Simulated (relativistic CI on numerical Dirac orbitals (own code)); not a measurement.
Level scheme of Hg2+

Method of calculation: Dirac-Coulomb-Breit CI, separate exchange-only KLI orbitals for each configuration, QED by a radiative potential, valence Slater integrals scaled by 0.85, P86 correlation energy added to each configuration (own radial code, finite nucleus).

Configuration list (outside the closed core [Xe] 4f14): 5d10, 5d9 6s, 5d9 6p, 5d9 5f, 5d9 7s, 5d9 6d, 5d9 7p, 5d9 7d, 5d9 6f, 5d9 5g, 5d9 7f, 5d9 6g. Double excitations out of closed p, d and f shells are left out; levels of such configurations are missing from the list, as are those of other unlisted configurations, and high levels can miss mixing partners.

```csv
No.,Configuration,Term,J,E (eV),%,Next component (%),Landé g,jj configuration (%)
1,5d10,1S,0,0.0000,100,,,closed (100)
2,5d9 6s,3D,3,5.8096,100,,1.334,5d5/2^5 6s (100)
3,5d9 6s,3D,2,6.2736,66,34 1D,1.109,5d5/2^5 6s (93)
4,5d9 6s,3D,1,7.6407,100,,0.498,5d3/2^3 5d5/2^6 6s (100)
5,5d9 6s,1D,2,8.1230,66,34 3D,1.057,5d3/2^3 5d5/2^6 6s (93)
6,5d9 6p,3P°,2,13.3036,75,19 3D°,1.398,5d5/2^5 6p1/2 (92)
7,5d9 6p,3F°,3,13.5846,52,34 1F°,1.090,5d5/2^5 6p1/2 (99)
8,5d9 6p,3F°,4,14.8545,100,,1.250,5d5/2^5 6p3/2 (100)
9,5d9 6p,3P°,1,14.9912,73,18 3D°,1.274,5d5/2^5 6p3/2 (69)
10,5d9 6p,3F°,2,15.0275,56,18 3D°,0.926,5d5/2^5 6p3/2 (55)
11,5d9 6p,3D°,3,15.4339,76,24 1F°,1.253,5d5/2^5 6p3/2 (99)
12,5d9 6p,1D°,2,15.4351,59,32 3F°,0.923,5d3/2^3 5d5/2^6 6p1/2 (58)
13,5d9 6p,1P°,1,16.1348,79,20 3D°,0.903,5d3/2^3 5d5/2^6 6p1/2 (74)
14,5d9 6p,3P°,0,16.3457,100,,,5d3/2^3 5d5/2^6 6p3/2 (100)
15,5d9 6p,3F°,3,16.8890,47,42 1F°,1.073,5d3/2^3 5d5/2^6 6p3/2 (99)
16,5d9 6p,3D°,1,16.9859,62,26 3P°,0.822,5d3/2^3 5d5/2^6 6p3/2 (92)
17,5d9 6p,3D°,2,17.2065,58,26 1D°,1.085,5d3/2^3 5d5/2^6 6p3/2 (98)
18,5d9 7s,3D,3,21.8725,99,1 5d9 6d 3D,1.333,5d5/2^5 7s (99)
19,5d9 7s,1D,2,21.9588,56,43 3D,1.073,5d5/2^5 7s (99)
20,5d9 6d,3S,1,22.3208,65,31 3P,1.800,5d5/2^5 6d3/2 (75)
21,5d9 6d,3G,4,22.5412,51,47 1G,1.031,5d5/2^5 6d3/2 (97)
22,5d9 6d,3P,2,22.5940,55,40 3D,1.330,5d5/2^5 6d3/2 (82)
23,5d9 6d,1P,1,22.6315,56,26 3D,0.973,5d5/2^5 6d5/2 (75)
24,5d9 6d,3G,5,22.6321,100,,1.200,5d5/2^5 6d5/2 (100)
25,5d9 6d,3D,3,22.7080,45,42 3F,1.171,5d5/2^5 6d3/2 (89)
26,5d9 6d,1F,3,22.8183,50,37 3D,1.110,5d5/2^5 6d5/2 (88)
27,5d9 6d,1D,2,22.8307,56,18 3P,1.059,5d5/2^5 6d5/2 (82)
28,5d9 6d,3F,4,22.8684,85,13 1G,1.214,5d5/2^5 6d5/2 (97)
29,5d9 6d,3P,0,23.2601,79,20 1S,,5d5/2^5 6d5/2 (82)
30,5d9 7s,3D,1,23.7253,99,,0.502,5d3/2^3 5d5/2^6 7s (99)
31,5d9 7s,3D,2,23.7820,56,43 1D,1.095,5d3/2^3 5d5/2^6 7s (99)
32,5d9 7p,3P°,2,24.0910,70,24 3D°,1.384,5d5/2^5 7p1/2 (94)
33,5d9 7p,3F°,3,24.1504,48,37 1F°,1.090,5d5/2^5 7p1/2 (99)
34,5d9 6d,1P,1,24.3214,36,28 3P,1.368,5d3/2^3 5d5/2^6 6d3/2 (53)
35,5d9 6d,3G,3,24.3809,86,12 1F,0.788,5d3/2^3 5d5/2^6 6d3/2 (96)
36,5d9 6d,3D,1,24.4878,63,27 3P,0.856,5d3/2^3 5d5/2^6 6d5/2 (53)
37,5d9 6d,3G,4,24.5390,47,40 1G,1.055,5d3/2^3 5d5/2^6 6d5/2 (100)
38,5d9 7p,3F°,4,24.5639,100,,1.250,5d5/2^5 7p3/2 (100)
39,5d9 6d,1D,2,24.5879,44,20 3F,1.055,5d3/2^3 5d5/2^6 6d3/2 (66)
40,5d9 6d,3F,2,24.6334,61,32 3D,0.887,5d3/2^3 5d5/2^6 6d5/2 (66)
41,5d9 7p,1D°,2,24.6645,53,22 3P°,1.120,5d5/2^5 7p3/2 (94)
42,5d9 7p,1P°,1,24.6663,51,38 3P°,1.143,5d5/2^5 7p3/2 (97)
43,5d9 6d,3F,3,24.7064,50,31 1F,1.097,5d3/2^3 5d5/2^6 6d5/2 (97)
44,5d9 7p,3D°,3,24.7435,77,22 1F°,1.258,5d5/2^5 7p3/2 (99)
45,5d9 6d,1S,0,25.1640,68,21 3P,,5d3/2^3 5d5/2^6 6d3/2 (77)
```

Energies count from the lowest computed level; ° marks odd parity. Filled j subshells are mostly left out of the jj labels.

The mean weight of the leading LS term, summed over parents, in these 45 levels is 68 %, and that of the leading jj configuration (from the same eigenvectors) 88 %, so jj coupling describes them better and the LS labels are nominal.

Correlation outside the listed configurations is missing or only estimated: errors of thousands of cm⁻¹ between configurations and terms are usual at this charge. Rates and lifetimes follow the computed energies and can be off by large factors. The fine structure of a lone outer electron comes out too small, for d and f at times inverted, and misplaced configurations move strength between like terms. 15 of the 62 excited levels that our extract of the measured tables holds in this range could be paired (the sources list more); they are missed by 2868 cm⁻¹ on average and 4571 at most, and levels without a partner can miss by more.

LS names give the leading component of a level, which can be under half, so a name can repeat, a term be missing and a line seem to break the LS rules.
